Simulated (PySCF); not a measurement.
# Vibration and rotation of ReF

B3LYP constants of ReF, ⁷Σ⁺ (septet), unpaired electrons σ ↑↑, π ↑↑, δ ↑↑ (PySCF, scalar-relativistic core potentials, basis sets Re def2-TZVPP with ECP60, F def2-TZVPP; masses 186.9558 and 18.9984 u):

- ωe: 524.3 cm⁻¹
- ωexe: 2.47 cm⁻¹
- Be: 0.24444 cm⁻¹
- αe: 0.00161 cm⁻¹
- D (centrifugal): 2.12e-07 cm⁻¹
- De to Re (5d5 6s2) + F: 3.75 eV

Problem. Give the vibrational terms G(v) and spacings up to v = 6.

Solution. G(v) = ωe(v+½) − ωexe(v+½)².

```
v  G(v) (cm⁻¹)  G(v) − G(v−1)  Bv (cm⁻¹)
0        261.5                    0.2436
1        780.9          519.4     0.2420
2       1295.3          514.4     0.2404
3       1804.8          509.5     0.2388
4       2309.3          504.5     0.2372
5       2808.9          499.6     0.2356
6       3303.6          494.7     0.2340
```

Problem. How well does the Morse estimate ωe²/(4ωexe) reproduce De, and what is D0?

Solution. It gives 3.45 eV, 92 % of the computed De. D0 = De − G(0) = 3.75 − 0.03 = 3.72 eV.

The metal atom is held in its measured ground configuration; semilocal functionals can put another filling of s and d lower by some tenths of an eV, and De to that atom would be smaller. Spin–orbit coupling is left out, which matters for elements this heavy, above all for dissociation energies. With d or f electrons several states lie close, and the lowest PBE0 determinant need not be the measured ground state.
